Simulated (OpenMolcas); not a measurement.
# Ho3+: moving the ligands

Ho3+ with 7 ligands (fluoride) in pentagonal bipyramidal coordination (D5h) at 2.28 Å, the axial distance 2.417 Å. A charge of +0.571 e stands 2.8 Å behind each ligand. Ligand basis ANO-RCC-VDZP.
```
Ho    0.0000    0.0000    0.0000
F     2.2800    0.0000    0.0000
F     0.7046    2.1684    0.0000
F    -1.8446    1.3401    0.0000
F    -1.8446   -1.3401    0.0000
F     0.7046   -2.1684    0.0000
F     0.0000    0.0000    2.4168
F     0.0000    0.0000   -2.4168
```

```yaml
Program: OpenMolcas
Method: CASSCF
Basis: ANO-RCC-VDZP [7s6p4d2f1g]
Scalar_Hamiltonian: DKH2, point nucleus
Active_space: 10 electrons in 7 orbitals (4f)
State_averaging: 2S+1 = 5 even, 35 roots (30 in the spin-orbit step); 2S+1 = 3 even, 105 roots kept (CI in the orbitals of an earlier block); 2S+1 = 1 even, 31 roots kept (CI in the orbitals of an earlier block)
Spin-orbit_coupling: RASSI with atomic mean-field integrals over the reference wave functions
```

Runs around this geometry, states. Energies in cm-1 above the lowest state or level, χT in cm3 K/mol.

| R (Å) | Ground state | First state of that spin | First gap with spin-orbit (degeneracies) | Width of lowest J | χT at 300 K |
| --- | --- | --- | --- | --- | --- |
| 2.21 | 2S+1 = 5 | 40.0 | 17.3 (1, 2) | 325 | 13.819 |
| 2.28 | 2S+1 = 5 | 34.4 | 15.0 (1, 2) | 287 | 13.843 |
| 2.42 | 2S+1 = 5 | 25.9 | 11.4 (1, 2) | 235 | 13.876 |

Taking the width of the lowest J multiplet as R^-n, n = -ln(235 / 325) / ln(2.42 / 2.21) = 3.6 between the shortest and longest distance.

High states are left out of the spin-orbit mixing, which shifts the levels that they would mix with. Without dynamic correlation the ligand-field splitting of an f shell can come out too small, at times by half. A group larger than the point group allows holds several states that coincide in this model. No measured value stands beside these numbers; the geometry is a model, was not optimised and need not be the one that this ion takes.

A state without a sure symmetry label is named by its multiplicity alone.
